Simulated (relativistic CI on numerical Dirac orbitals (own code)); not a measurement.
Computed by Dirac equation for one electron, model QED (radiative potential, 1s self-energy scaled to tabulated hydrogen-like ionisation energies) (own radial code, finite nucleus).

CI space: 1s, 2s, 2p, 3s, 3p, 3d, 4s, 4p, 4d, 4f, 5s, 5p, 5d, 5f, 5g, 6s, 6p, 6d. Levels of other configurations are missing.

Outline of the computed level scheme of Hg LXXX. Lowest level of each configuration: 1s ²S1/2 at 0.0 eV; 2p ²P°1/2 at 71281.3 eV; 2s ²S1/2 at 71315.6 eV; 3p ²P°1/2 at 85230.7 eV; 3s ²S1/2 at 85240.8 eV; 3d ²D3/2 at 85935.2 eV; 4p ²P°1/2 at 90009.8 eV; 4s ²S1/2 at 90014.0 eV; 4d ²D3/2 at 90304.4 eV.

Some strong electric-dipole decays among the lowest 14 levels: 2p ²P°1/2 → 1s ²S1/2 (2.7e+16 s⁻¹); 2p ²P°3/2 → 1s ²S1/2 (2.3e+16 s⁻¹); 3p ²P°3/2 → 1s ²S1/2 (6.6e+15 s⁻¹); 3p ²P°1/2 → 1s ²S1/2 (6.3e+15 s⁻¹); 4p ²P°3/2 → 1s ²S1/2 (2.7e+15 s⁻¹); 3d ²D5/2 → 2p ²P°3/2 (2.6e+15 s⁻¹); 3d ²D3/2 → 2p ²P°1/2 (2.5e+15 s⁻¹); 4p ²P°1/2 → 1s ²S1/2 (2.4e+15 s⁻¹).
